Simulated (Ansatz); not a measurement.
```yaml
crystal:
  periodic: [false, false, false]
  atoms:
    - {symbol: F, position_ang: [-1.781231, -1.668770, 2.332458]}
    - {symbol: C, position_ang: [-0.968697, -0.443696, 1.869567]}
    - {symbol: C, position_ang: [-0.501132, -0.645741, 0.262004]}
    - {symbol: F, position_ang: [-1.748703, -0.535858, -0.651278]}
    - {symbol: C, position_ang: [0.665660, 0.488000, -0.213509]}
    - {symbol: F, position_ang: [0.252256, 1.904055, 0.262387]}
    - {symbol: C, position_ang: [0.892964, 0.506690, -1.884339]}
    - {symbol: F, position_ang: [2.160018, 1.314208, -2.227524]}
    - {symbol: H, position_ang: [-1.663603, 0.555680, 1.985492]}
    - {symbol: H, position_ang: [0.020762, -0.339535, 2.585645]}
    - {symbol: H, position_ang: [-0.040712, -1.774385, 0.112839]}
    - {symbol: H, position_ang: [1.729289, 0.216493, 0.336994]}
    - {symbol: H, position_ang: [-0.066302, 1.026990, -2.435869]}
    - {symbol: H, position_ang: [1.034871, -0.636835, -2.302497]}
basis:
  gaussian: {orbitals: cc-pVDZ}
hamiltonian: {xc: {name: HF}}
correlation: {method: mp2, frozen_orbitals: {F: 0}}
output: {forces: true}
```

```sh
$ ansatz run in.yaml --threads 2 --pin off --events-out ev --progress --plain --max-ram 32768MiB --backend cpu
```

It prints (some lines left out):

```
Functional definition: HF
Error: "frozen_orbitals" has no count for C
```

In this input frozen orbitals are typed for one element alone, and the program wants a count for each. The input was rejected before any iteration.
